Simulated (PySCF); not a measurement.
PySCF job for HNaO, SMILES [OH][Na], TDA-PBE/def2-TZVPD. Coordinates come from a ωB97X-D3(BJ)/def2-TZVPD optimisation. The isomer is the one that the SMILES or the coordinates give; other isomers of the formula were not compared.

```python
import numpy as np
from pyscf import gto, scf, dft, tdscf

mol = gto.M(
    atom='''
    Na    0.00000000    0.00000000   -0.92386655
    O     0.00000000    0.00000000    1.02331020
    H     0.00000000    0.00000000    1.97605051
    ''',
    basis='def2-TZVPD',
    charge=0,
    spin=0,
    symmetry=True,
    symmetry_subgroup='C2v',
    max_memory=1600,
    verbose=4,
)
mf = dft.RKS(mol, xc='pbe').density_fit(auxbasis='def2-universal-jkfit')
mf.grids.level = 3
mf.conv_tol = 1e-9
mf.max_cycle = 100
mf.kernel()
mf.grids = dft.Grids(mol).set(level=1).build(with_non0tab=True)  # coarser grid for the response kernel
td = tdscf.TDA(mf)
td.singlet = True
td.nstates = 10
td.conv_tol = 1e-4
td.positive_eig_threshold = 1e-6
td.kernel(x0=td.get_init_guess(mf, 15))
td.analyze()
tt = tdscf.TDA(mf)
tt.singlet = False
tt.nstates = 4
tt.conv_tol = 1e-4
tt.positive_eig_threshold = 1e-6
tt.kernel(x0=tt.get_init_guess(mf, 9))
tt.analyze(verbose=3)
```

It prints:

```
PySCF version 2.14.0

[INPUT] verbose = 4
[INPUT] num. atoms = 3
[INPUT] num. electrons = 20
[INPUT] charge = 0
[INPUT] spin (= nelec alpha-beta = 2S) = 0
[INPUT] symmetry True subgroup C2v
[INPUT] Mole.unit = angstrom
[INPUT] Symbol           X                Y                Z      unit          X                Y                Z       unit  Magmom
[INPUT]  1 Na     0.000000000000   0.000000000000  -0.923866550000 AA    0.000000000000   0.000000000000  -1.745854755147 Bohr   0.0
[INPUT]  2 O      0.000000000000   0.000000000000   1.023310200000 AA    0.000000000000   0.000000000000   1.933776018474 Bohr   0.0
[INPUT]  3 H      0.000000000000   0.000000000000   1.976050510000 AA    0.000000000000   0.000000000000   3.734194272207 Bohr   0.0

nuclear repulsion = 30.366136263331
point group symmetry = Coov, use subgroup C2v
symmetry origin: [0.00000000e+00 0.00000000e+00 5.66917846e-09]
symmetry axis x: [1. 0. 0.]
symmetry axis y: [0. 1. 0.]
symmetry axis z: [0. 0. 1.]
num. orbitals of irrep A1 = 39
num. orbitals of irrep A2 = 7
num. orbitals of irrep B1 = 19
num. orbitals of irrep B2 = 19
number of shells = 32
number of NR pGTOs = 122
number of NR cGTOs = 84
basis = def2-TZVPD
ecp = {}


[settings echo left out]
init E= -237.864423734226
HOMO (B2) = -0.408321380512185  LUMO (A1) = -0.0889912473836958  gap/eV = 8.68942
cycle= 1 E= -237.706721586285  delta_E= 0.158  |g|= 1.15  |ddm|= 1.18
HOMO (B1) = 0.0102441856221693  LUMO (B2) = 0.0102441856221689  gap/eV = -0.00000

WARN: B1 HOMO 0.0102441856221693 > system LUMO 0.0102441856221689


WARN: B2 LUMO 0.0102441856221689 < system HOMO 0.0102441856221693

cycle= 2 E= -232.119023937491  delta_E= 5.59  |g|= 3.16  |ddm|=  5.1
HOMO (B1) = -0.360924183138104  LUMO (A1) = -0.0821623609415596  gap/eV = 7.58550
cycle= 3 E= -237.893554472002  delta_E= -5.77  |g|= 0.534  |ddm|= 5.02
HOMO (B1) = -0.147170631354672  LUMO (A1) = -0.0621801547493419  gap/eV = 2.31271
cycle= 4 E= -237.964641045243  delta_E= -0.0711  |g|= 0.147  |ddm|= 0.542
HOMO (B1) = -0.137002758448101  LUMO (A1) = -0.0629882884795947  gap/eV = 2.01404
cycle= 5 E= -237.968160373142  delta_E= -0.00352  |g|= 0.0285  |ddm|= 0.124
HOMO (B1) = -0.1388077715353  LUMO (A1) = -0.065340589702366  gap/eV = 1.99914
cycle= 6 E= -237.968268524208  delta_E= -0.000108  |g|= 0.00572  |ddm|= 0.0287
HOMO (B1) = -0.139258006517322  LUMO (A1) = -0.0659413612952306  gap/eV = 1.99505
cycle= 7 E= -237.968273458173  delta_E= -4.93e-06  |g|= 0.00137  |ddm|= 0.00488
HOMO (B1) = -0.139421030143713  LUMO (A1) = -0.0660291234388168  gap/eV = 1.99710
cycle= 8 E= -237.968273797297  delta_E= -3.39e-07  |g|= 0.000189  |ddm|= 0.00135
HOMO (B1) = -0.139406050586265  LUMO (A1) = -0.0660489639096369  gap/eV = 1.99615
cycle= 9 E= -237.96827380373  delta_E= -6.43e-09  |g|= 2.54e-05  |ddm|= 0.000121
HOMO (B1) = -0.139411945361024  LUMO (A1) = -0.0660537874422644  gap/eV = 1.99618
cycle= 10 E= -237.968273803878  delta_E= -1.48e-10  |g|= 9.7e-07  |ddm|= 2.55e-05
HOMO (B1) = -0.139412244975982  LUMO (A1) = -0.0660540058634567  gap/eV = 1.99618
Extra cycle  E= -237.968273803879  delta_E= -5.12e-13  |g|= 2.12e-06  |ddm|= 1.99e-06
converged SCF energy = -237.968273803879
tot grids = 13768
Overwritten attributes  positive_eig_threshold  of <class 'pyscf.tdscf.rks.TDA'>


******** <class 'pyscf.tdscf.rks.TDA'> for <class 'pyscf.df.df_jk.DFSymAdaptedRKS'> ********
nstates = 10 singlet
deg_eia_thresh = 1.000e-03
wfnsym = None
conv_tol = 0.0001
eigh lindep = 1e-12
eigh level_shift = 0
eigh max_cycle = 100


Excitation energies (eV)
[1.99593644 1.99593644 3.75960942 3.7596152  3.79909358 3.99271836
 3.99271836 3.99456161 4.6439014  4.6439014 ]

** Singlet excitation energies and oscillator strengths **
Excited State   1:   B1      1.99594 eV    621.18 nm  f=0.0103
       9 -> 11        0.70685
Excited State   2:   B2      1.99594 eV    621.18 nm  f=0.0103
      10 -> 11        0.70685
Excited State   3:   A2      3.75961 eV    329.78 nm  f=0.0000
       9 -> 13        0.49994
      10 -> 12        0.49994
Excited State   4:   A1      3.75962 eV    329.78 nm  f=0.0000
       9 -> 12        0.49994
      10 -> 13       -0.49994
Excited State   5:   A2      3.79909 eV    326.35 nm  f=0.0000
       9 -> 13       -0.50000
      10 -> 12        0.50000
Excited State   6:   B1      3.99272 eV    310.53 nm  f=0.0302
       9 -> 14        0.70639
Excited State   7:   B2      3.99272 eV    310.53 nm  f=0.0302
      10 -> 14        0.70639
Excited State   8:   A1      3.99456 eV    310.38 nm  f=0.0173
       9 -> 12        0.48458
      10 -> 13        0.48458
Excited State   9:   B1      4.64390 eV    266.98 nm  f=0.0260
       9 -> 15       -0.70635
Excited State  10:   B2      4.64390 eV    266.98 nm  f=0.0260
      10 -> 15       -0.70635

** Transition electric dipole moments (AU) **
state          X           Y           Z        Dip. S.      Osc.
  1         0.4583     -0.0000     -0.0000      0.2100      0.0103
  2        -0.0000      0.4583     -0.0000      0.2100      0.0103
  3         0.0000      0.0000     -0.0000      0.0000      0.0000
  4        -0.0000      0.0000      0.0000      0.0000      0.0000
  5         0.0000      0.0000     -0.0000      0.0000      0.0000
  6         0.5552      0.0000      0.0000      0.3082      0.0302
  7        -0.0000      0.5552     -0.0000      0.3082      0.0302
  8         0.0000      0.0000     -0.4199      0.1763      0.0173
  9        -0.4780     -0.0000      0.0000      0.2285      0.0260
 10         0.0000     -0.4780     -0.0000      0.2285      0.0260

** Transition velocity dipole moments (imaginary part, AU) **
state          X           Y           Z        Dip. S.      Osc.
  1         0.0257     -0.0000     -0.0000      0.0007      0.0060
  2         0.0000      0.0257     -0.0000      0.0007      0.0060
  3        -0.0000      0.0000     -0.0000      0.0000      0.0000
  4         0.0000     -0.0000      0.0000      0.0000      0.0000
  5        -0.0000      0.0000     -0.0000      0.0000      0.0000
  6         0.0706      0.0000     -0.0000      0.0050      0.0226
  7        -0.0000      0.0706      0.0000      0.0050      0.0226
  8         0.0000     -0.0000     -0.0368      0.0014      0.0062
  9        -0.0719     -0.0000      0.0000      0.0052      0.0202
 10         0.0000     -0.0719     -0.0000      0.0052      0.0202

** Transition magnetic dipole moments (imaginary part, AU) **
state          X           Y           Z
  1        -0.0000     -0.2039     -0.0000
  2         0.2039      0.0000     -0.0000
  3        -0.0000      0.0000      0.0000
  4         0.0000     -0.0000      0.0000
  5        -0.0000      0.0000      0.0000
  6        -0.0000     -0.1342     -0.0000
  7         0.1342      0.0000      0.0000
  8        -0.0000     -0.0000     -0.0000
  9         0.0000      0.0544     -0.0000
 10        -0.0544     -0.0000     -0.0000


******** <class 'pyscf.tdscf.rks.TDA'> for <class 'pyscf.df.df_jk.DFSymAdaptedRKS'> ********
nstates = 4 triplet
deg_eia_thresh = 1.000e-03
wfnsym = None
conv_tol = 0.0001
eigh lindep = 1e-12
eigh level_shift = 0
eigh max_cycle = 100


Excitation energies (eV)
[1.92089    1.92089    3.60173947 3.69052327]

** Triplet excitation energies and oscillator strengths **
Excited State   1:   B1      1.92089 eV    645.45 nm  f=0.0000
Excited State   2:   B2      1.92089 eV    645.45 nm  f=0.0000
Excited State   3:   A1      3.60174 eV    344.23 nm  f=0.0000
Excited State   4:   A1      3.69052 eV    335.95 nm  f=0.0000
```

The run converged.
